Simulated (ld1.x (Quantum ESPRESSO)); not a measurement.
Plane-wave convergence, TM potential for calcium

```json
{"Element": "Ca (Z = 20)", "Generator": "ld1.x (Quantum ESPRESSO) 7.5", "Type": "norm-conserving Troullier–Martins (Kleinman–Bylander form)", "Functional": "PBEsol", "Relativity": "non-relativistic", "Frozen core": "[Ar]", "Valence charge": "2", "Reference configuration": "3d0.5 4s1.5 4p0", "Partial waves": "4s (bound): rc 2.85 bohr; 4p (bound, empty): rc 3.45 bohr; 3d (bound): rc 2.25 bohr", "Local potential": "all-electron potential smoothed inside 2.95 bohr (lloc = -1)", "Core correction": "a·sin(br)/r model core inside 2.25 bohr"}
```

The pseudo-atom Hamiltonian at the reference potential is diagonalised in spherical Bessel functions j_l(qr) that vanish at 20 bohr, with q² up to the cutoff. All-electron valence levels (Ry): 4s -0.2502, 4p -0.0908, 3d -0.0861.

Task: How do the lowest levels (Ry) of each channel move with the cutoff, and are there ghosts?

Result:

```
cutoff (Ry)     s #1     p #1    p #2     d #1    d #2    f #1    f #2  Σ f·Δε (mRy)
          8  -0.2498  -0.0907  0.0414   0.0214  0.0962  0.0924  0.2085          54.3
         12  -0.2501  -0.0907  0.0414   0.0176  0.0898  0.0924  0.2085          51.9
         15  -0.2502  -0.0908  0.0414   0.0135  0.0837  0.0924  0.2085          49.9
         21  -0.2502  -0.0908  0.0414  -0.0195  0.0590  0.0924  0.2085          33.3
         25  -0.2502  -0.0908  0.0414  -0.0428  0.0522  0.0924  0.2085          21.7
         35  -0.2502  -0.0908  0.0414  -0.0820  0.0461  0.0924  0.2085           2.0
         40  -0.2502  -0.0908  0.0414  -0.0854  0.0457  0.0924  0.2085           0.3
         50  -0.2502  -0.0908  0.0414  -0.0860  0.0456  0.0924  0.2085           0.0
        400  -0.2502  -0.0908  0.0414  -0.0861  0.0456  0.0924  0.2085           0.0
```

Result: no extra level below or beside the all-electron valence levels (s, p, d, f tested); 10 mRy is reached at 30 Ry and 1 mRy at 40 Ry.
